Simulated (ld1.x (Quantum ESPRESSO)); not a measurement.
**u(r) = r·R(r): atom against pseudo-atom (Ga)**

Columns: radius, all-electron u(r) and pseudo u(r) of the 4p shell (level -9.07 eV) of gallium in the configuration [Ar] 3d10 4s2 4p0; PBE, scalar-relativistic, TM scheme, ld1.x (Quantum ESPRESSO) 7.5.

| r (bohr) | all-electron | pseudo |
| --- | --- | --- |
| 0.080 | 0.1314 | 0.0031 |
| 0.160 | 0.1175 | 0.0123 |
| 0.240 | -0.0108 | 0.0268 |
| 0.320 | -0.1394 | 0.0455 |
| 0.400 | -0.2210 | 0.0670 |
| 0.480 | -0.2499 | 0.0897 |
| 0.560 | -0.2359 | 0.1125 |
| 0.640 | -0.1925 | 0.1347 |
| 0.720 | -0.1311 | 0.1560 |
| 0.800 | -0.0604 | 0.1769 |
| 0.880 | 0.0137 | 0.1984 |
| 0.960 | 0.0873 | 0.2217 |
| 1.040 | 0.1580 | 0.2481 |
| 1.120 | 0.2244 | 0.2786 |
| 1.200 | 0.2856 | 0.3138 |
| 1.280 | 0.3412 | 0.3531 |
| 1.360 | 0.3913 | 0.3948 |
| 1.440 | 0.4357 | 0.4363 |
| 1.520 | 0.4748 | 0.4749 |
| 1.600 | 0.5088 | 0.5088 |
| 1.680 | 0.5380 | 0.5380 |
| 1.760 | 0.5626 | 0.5626 |
| 1.840 | 0.5829 | 0.5829 |
| 1.920 | 0.5994 | 0.5994 |
| 2.000 | 0.6122 | 0.6122 |
| 2.080 | 0.6216 | 0.6216 |

Task: How many radial nodes do the two functions have?

Result: The all-electron 4p function has n − l − 1 = 2; the pseudo-wave has 0, since the states of the same l below it are removed with the core.

Task: At about which radius was the pseudo-wave matched?

Result: 1.60 bohr, where the columns begin to agree (steps of 0.08 bohr).

Task: Is the pseudo-wave norm-conserving?

Result: Yes: the TM scheme keeps the norm inside the radius equal to the all-electron one, which fixes the energy derivative of the logarithmic derivative at the level.
